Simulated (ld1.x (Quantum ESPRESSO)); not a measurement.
An all-electron radial function and its pseudo partner (zirconium (Zr))

Columns: radius, all-electron u(r) and pseudo u(r) of the 4d shell (level -3.60 eV) of zirconium in the configuration [Ar] 3d10 4s2 4p6 4d2 5s2 5p0; PBE, scalar-relativistic, TM scheme, ld1.x (Quantum ESPRESSO) 7.5.

| r (bohr) | all-electron | pseudo |
| --- | --- | --- |
| 0.140 | 0.1678 | -0.0033 |
| 0.280 | 0.3014 | -0.0252 |
| 0.420 | 0.2163 | -0.0782 |
| 0.560 | 0.0304 | -0.1639 |
| 0.700 | -0.1677 | -0.2735 |
| 0.840 | -0.3397 | -0.3903 |
| 0.980 | -0.4742 | -0.4971 |
| 1.120 | -0.5705 | -0.5816 |
| 1.260 | -0.6329 | -0.6390 |
| 1.400 | -0.6680 | -0.6712 |
| 1.540 | -0.6821 | -0.6835 |
| 1.680 | -0.6810 | -0.6813 |
| 1.820 | -0.6691 | -0.6691 |
| 1.960 | -0.6500 | -0.6500 |
| 2.100 | -0.6262 | -0.6262 |
| 2.240 | -0.5996 | -0.5996 |
| 2.380 | -0.5717 | -0.5717 |
| 2.520 | -0.5433 | -0.5433 |
| 2.660 | -0.5151 | -0.5151 |
| 2.800 | -0.4874 | -0.4874 |
| 2.940 | -0.4605 | -0.4605 |
| 3.080 | -0.4344 | -0.4344 |
| 3.220 | -0.4093 | -0.4093 |
| 3.360 | -0.3852 | -0.3852 |
| 3.500 | -0.3621 | -0.3621 |
| 3.640 | -0.3400 | -0.3400 |

(1) How many radial nodes do the two functions have?

(2) At about which radius was the pseudo-wave matched?

(3) Is the pseudo-wave norm-conserving?

Results:

(1) The all-electron 4d function has n − l − 1 = 1; the pseudo-wave has 0, since the states of the same l below it are removed with the core.

(2) 2.00 bohr. The columns agree to 0.0005 from 1.68 bohr on; several derivatives are matched, so the curves merge somewhat inside the radius.

(3) Yes: the TM scheme keeps the norm inside the radius equal to the all-electron one, which fixes the energy derivative of the logarithmic derivative at the level.
